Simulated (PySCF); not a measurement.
Species: C₅H₇ClO.
Z-matrix (Å and degrees, GFN2-xTB geometry), rows numbered from 1:
```
C 
C   1  1.5086
O   2  1.2096  1  121.51
C   2  1.4896  1  117.69  3   179.86
C   4  1.4973  2  116.22  1  -177.75
C   4  1.3356  2  121.71  1     2.13
Cl  6  1.7136  4  122.32  2  -179.70
H   1  1.0872  2  110.28  3   118.50
H   1  1.0869  2  110.34  3  -121.11
H   1  1.0871  2  108.89  3    -1.20
H   5  1.0892  4  110.29  2   112.89
H   5  1.0882  4  110.60  2  -127.79
H   5  1.0867  4  109.46  2    -6.97
H   6  1.0774  4  124.68  2     0.37
```

Computed with TDDFT PBE0/def2-SVPD, vertical, gas phase, core orbitals frozen in the response (PySCF).

```tsv
state	E (eV)	ν̃ (cm⁻¹)	f	|μ| (D)	main configurations (H = HOMO, L = LUMO)
S1	3.81	30760	0.0002	0.12	H→L (96%)
S2	5.34	43090	0.318	3.96	H-1→L (94%)
S3	6.06	48870	0.0004	0.14	H-2→L (98%)
S4	6.86	55320	0.0028	0.33	H-1→L+2 (81%), H-1→L+1 (10%)
S5	7.07	57040	0.0063	0.48	H→L+1 (39%), H-1→L+1 (26%), H→L+3 (16%)
S6	7.10	57240	0.0090	0.58	H-1→L+1 (57%), H→L+1 (33%)
S7	7.10	57290	0.0043	0.40	H→L+3 (28%), H→L+1 (23%), H-3→L (23%)
```

Triplets, Tamm–Dancoff:

```tsv
state	E (eV)	λ (nm)	main configurations (H = HOMO, L = LUMO)
T1	3.29	376.6	H→L (95%)
T2	3.33	372.1	H-1→L (93%)
T3	5.77	215.0	H-4→L (50%), H-5→L (16%), H-1→L+3 (8%)
```

The lowest singlet lies at 3.81 eV (325 nm, ultraviolet) and is dark (f under 0.0005); its leading configuration is HOMO→LUMO (96%). The strongest level in the table is S2 at 5.34 eV (232 nm, f = 0.318). S6/S7 lie within about 0.01 eV of each other. Löwdin shares by element: HOMO oxygen 61%, carbon 30% or more; LUMO carbon 59% or more, oxygen 22% (atoms not listed hold the other 20%). The listed states span 3.29 eV, and the widest gap between neighbours is 1.53 eV (S1 to S2). Of the 7 states listed, 1 reaches f = 0.01 and 2 stay under 0.0005. The oscillator strengths of these states sum to 0.341; summed over the whole spectrum of an exact calculation they would give the number of electrons, 62 (Thomas–Reiche–Kuhn). Orbitals of the list HOMO-3 to LUMO+2 that lie within 0.01 eV of each other are written together with a slash and their weights summed (≥ marks a lower bound); for degenerate orbitals outside that list single weights are arbitrary. Singlets were solved by full linear response, triplets in the Tamm–Dancoff approximation. The highest level found (7.26 eV, f 0.0008 so far) is left out, since the window may have cut off a degenerate partner.

Time: 29 s of wall time. Hardware: an Arm Neoverse V2 with one thread, no GPU, shared host.

One conformer stands for the species.
